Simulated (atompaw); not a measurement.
Reading a pseudo-wave (H)

Columns: radius, all-electron u(r) and pseudo u(r) of the 1s shell (level -6.49 eV) of hydrogen in the configuration 1s1; PBE, scalar-relativistic, PAW (atompaw) scheme, atompaw 4.2.0.5.

| r (bohr) | all-electron | pseudo |
| --- | --- | --- |
| 0.056 | 0.1016 | 0.0621 |
| 0.112 | 0.1920 | 0.1236 |
| 0.167 | 0.2706 | 0.1828 |
| 0.223 | 0.3413 | 0.2413 |
| 0.279 | 0.4033 | 0.2974 |
| 0.335 | 0.4574 | 0.3507 |
| 0.390 | 0.5036 | 0.4000 |
| 0.446 | 0.5441 | 0.4466 |
| 0.502 | 0.5788 | 0.4893 |
| 0.558 | 0.6081 | 0.5280 |
| 0.613 | 0.6322 | 0.5620 |
| 0.669 | 0.6524 | 0.5923 |
| 0.725 | 0.6686 | 0.6184 |
| 0.781 | 0.6814 | 0.6403 |
| 0.837 | 0.6909 | 0.6582 |
| 0.892 | 0.6975 | 0.6719 |
| 0.948 | 0.7016 | 0.6824 |
| 1.004 | 0.7035 | 0.6895 |
| 1.060 | 0.7034 | 0.6937 |
| 1.115 | 0.7014 | 0.6951 |
| 1.171 | 0.6978 | 0.6941 |
| 1.227 | 0.6928 | 0.6909 |
| 1.283 | 0.6865 | 0.6858 |
| 1.338 | 0.6792 | 0.6791 |
| 1.394 | 0.6709 | 0.6709 |
| 1.450 | 0.6617 | 0.6617 |

(1) How many radial nodes do the two functions have?

(2) Where does each function peak?

(3) Is the pseudo-wave norm-conserving?

Results:

(1) The all-electron 1s function has n − l − 1 = 0; the pseudo-wave has 0.

(2) Outermost all-electron maximum near 1.00 bohr, pseudo maximum near 1.11 bohr (to the table’s step).

(3) No, it belongs to a PAW set: the norm inside the radius is not constrained, and the difference is carried by the augmentation charge.
